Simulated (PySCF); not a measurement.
**Working out the excitation energy of S⁺**

S⁺ [Ne] 3s2 3p3 (4S) → S⁺ [Ne] 3s1 3p4 (4P). Calculation: PySCF 2.14, in aug-cc-pV(D+d)Z (5s4p3d, 32 functions); the non-relativistic Hamiltonian (point nucleus). Frozen: [Ne]. Energies in hartree (1 hartree = 27.21139 eV):

| part | S⁺ (lower) | S⁺ (upper) |
| --- | --- | --- |
| UHF | -397.159772 | -396.775336 |
| MP2 opposite-spin | -0.052186 | -0.055060 |
| MP2 same-spin | -0.019669 | -0.019475 |

Task: What does Hartree-Fock give?

Result: (-396.775336) − (-397.159772) = 0.384436 hartree = 10.461 eV.

Task: What do MP2 and SCS-MP2 (6/5 opposite-spin, 1/3 same-spin) give?

Result: The opposite-spin parts differ by -0.078 eV and the same-spin parts by 0.005 eV. MP2: 10.461 + (-0.078) + (0.005) = 10.388 eV. SCS-MP2: 10.461 + 1.2 × (-0.078) + (0.005)/3 = 10.369 eV.

Measured between the centres of the two terms (NIST): 9.870 eV, so MP2 (valence) is off by 0.518 eV.

What remains against the reference includes basis incompleteness, the frozen core and correlation beyond second order.
